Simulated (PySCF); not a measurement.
WO2Cl2, SMILES [O]=[W](=[O])([Cl])[Cl], multiplicity 1. Coordinates come from a PBE-D3(BJ)/def2-SVP optimisation. The multiplicity is an assumed one; no other spin state was optimised. The isomer is the one that the SMILES or the coordinates give; other isomers of the formula were not compared. The def2 effective core potentials stand for the cores of W; spin–orbit coupling is left out.

Method: PBE-D3(BJ)/def2-SVP (PySCF 2.14.0).

Harmonic wavenumbers (cm⁻¹): 107, 151, 207, 219, 336, 408, 418, 973, 1003. Rotational constants (GHz): 2.661, 1.564, 1.286; symmetry number 2.

Problem. Work out the zero-point energy and the ideal-gas rigid-rotor harmonic-oscillator thermochemistry at 298.15 K and 1 atm.

Solution. ZPE = ½ Σ hcν = ½ × 3820 cm⁻¹ = 22.85 kJ/mol. H − E(el) = 41.94 kJ/mol. Entropy in J/(mol K): translation 179.32, rotation 113.42, vibration 55.57, total 348.31. G − E(el) = -61.91 kJ/mol. Cp = 86.64 J/(mol K). Modes under 150 cm⁻¹ make the vibrational entropy uncertain.
